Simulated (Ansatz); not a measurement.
Stepwise reaction of `F[SiH2]Cl` with hydrogen chloride, as a gas-phase model of exchange steps in deposition or etching. ΔE in kJ/mol; ΔG adds harmonic PBE0-D4 terms to CCSD(T)/CBS, at 1 bar.

Computed with Ansatz on PBE0-D4/def2-TZVP structures; ΔE is electronic, products minus reactants. CCSD(T)/CBS adds triple-zeta CCSD(T) − MP2 to the extrapolated MP2 energy (def2 sets, frozen cores). This one scheme is used for every species. DFT in def2-TZVPP. B3LYP here is the variant with VWN-RPA as its local correlation; programs differ in this.

```
step                                       reaction  PBE-D4  B3LYP-D4  ωB97M-V  CCSD(T)/CBS  ΔG(600 K)
   1        `F[SiH2]Cl` + HCl → `F[SiH](Cl)Cl` + H₂   -84.7     -81.8    -84.3        -82.2      -73.9
   2  `F[SiH](Cl)Cl` + HCl → `F[Si](Cl)(Cl)Cl` + H₂   -73.9     -71.5    -73.7        -71.3      -57.1
```

Task: By hand: ΔE of the 2 steps together at CCSD(T)/CBS.

Result: (-82.2) + (-71.3) = -153.5 kJ/mol, or -76.8 kJ/mol a step.

In ΔE each step is higher than the one before. All are downhill at CCSD(T)/CBS. ΔG lies between -73.9 and -57.1 kJ/mol a step. PBE-D4 differs from CCSD(T)/CBS by -2.6 to -2.5 kJ/mol a step. Isolated molecules leave out the surface, adducts and barriers. Largest T1 diagnostic: 0.010.
